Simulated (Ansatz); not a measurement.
Cost and result for the atomization energy of C₃H₆AlFSi, SMILES `C#C[SiH2][CH](F)[AlH2]` (12 atoms, 11 bonds).

```xyz
12

C     1.200    1.113    1.433
C     1.304    0.373    0.478
Si    0.951   -0.723   -0.984
C    -0.898   -0.425   -1.054
F    -1.188    0.594   -1.982
Al   -1.164    0.222    0.846
H     1.181    1.775    2.272
H     1.312   -2.103   -0.575
H     1.764   -0.264   -2.136
H    -1.471   -1.317   -1.325
H    -1.247   -0.924    1.944
H    -1.744    1.679    1.083
```

Charge 0, multiplicity 1. Geometry: relaxed with PBE0-D4/def2-TZVP. It is one conformer, not always the lowest. Program: Ansatz. All runs use 4 threads of an Arm Neoverse V1 on a shared host. Times are those of one run each, without the atoms' runs, and a repeat can differ threefold. Electronic energies, without spin–orbit coupling; frozen cores. CCSD(T)/CBS adds CCSD(T) − MP2 in def2-TZVPP to the MP2 limit, and its time is that of the two runs behind it. T1 = 0.013. B3LYP takes the VWN-RPA correlation (the form of Gaussian; ORCA's B3LYP/G).

CCSD(T)/CBS is a level of theory with its own doubt, some kJ/mol a heavy atom from the limit and from the frozen cores, so smaller differences don't rank the functionals.

| level | functions | wall time |
| --- | --- | --- |
| PBE-D4/def2-TZVPP (with forces) | 292 | 3.6 s |
| PBE0-D4/def2-TZVPP | 292 | 4.4 s |
| r2SCAN-D4/def2-TZVPP (with forces) | 292 | 7 s |
| B3LYP-D4/def2-TZVPP (with forces) | 292 | 7 s |
| B2PLYP/def2-TZVPP | 292 | 8.5 s |
| ωB97X-V/def2-TZVPP | 292 | 12 s |
| ωB97M-V/def2-TZVPP (with forces) | 292 | 17 s |
| MP2/def2-QZVPP | 548 | 35 s |
| CCSD(T)/def2-TZVPP | 292 | 5 min |
| CCSD(T)/CBS(def2) | – | 5.5 min |

Problem. What atomization energy does each give, and how far from CCSD(T)/CBS? (An estimate is asked.)

Solution. Ansatz gave: 
```json
{"level": "PBE-D4/def2-TZVPP (with forces)", "atomization (kJ/mol)": "4385.8", "difference from CCSD(T)/CBS": "77.4", "per bond": "7.0"}
{"level": "PBE0-D4/def2-TZVPP", "atomization (kJ/mol)": "4305.4", "difference from CCSD(T)/CBS": "-3.0", "per bond": "-0.3"}
{"level": "r2SCAN-D4/def2-TZVPP (with forces)", "atomization (kJ/mol)": "4323.5", "difference from CCSD(T)/CBS": "15.1", "per bond": "1.4"}
{"level": "B3LYP-D4/def2-TZVPP (with forces)", "atomization (kJ/mol)": "4297.1", "difference from CCSD(T)/CBS": "-11.3", "per bond": "-1.0"}
{"level": "B2PLYP/def2-TZVPP", "atomization (kJ/mol)": "4253.4", "difference from CCSD(T)/CBS": "-55.0", "per bond": "-5.0"}
{"level": "ωB97X-V/def2-TZVPP", "atomization (kJ/mol)": "4321.7", "difference from CCSD(T)/CBS": "13.3", "per bond": "1.2"}
{"level": "ωB97M-V/def2-TZVPP (with forces)", "atomization (kJ/mol)": "4323.4", "difference from CCSD(T)/CBS": "15.0", "per bond": "1.4"}
{"level": "MP2/def2-QZVPP", "atomization (kJ/mol)": "4345.5", "difference from CCSD(T)/CBS": "37.1", "per bond": "3.4"}
{"level": "CCSD(T)/def2-TZVPP", "atomization (kJ/mol)": "4190.9", "difference from CCSD(T)/CBS": "-117.5", "per bond": "-10.7"}
{"level": "CCSD(T)/CBS(def2)", "atomization (kJ/mol)": "4308.4", "difference from CCSD(T)/CBS": "0.0", "per bond": "0.0"}
```

The D4 term adds +50.5 kJ/mol with B3LYP and +26.5 kJ/mol with PBE0; it sums over pairs of atoms, weighted by their polarisabilities, and B3LYP, whose exchange is more repulsive, gets the larger term. In def2-TZVPP, CCSD(T) changes the Hartree–Fock value by +1054.0 kJ/mol (the triples alone add +74.1 kJ/mol) and MP2 by +1138.8 kJ/mol; breaking electron pairs costs correlation energy, which Hartree–Fock lacks. From PBE to PBE0 (25 % exact exchange), in def2-TZVPP and without D4, the atomization energy moves by −75.8 kJ/mol: exact exchange takes away binding that semilocal exchange gives to molecules.
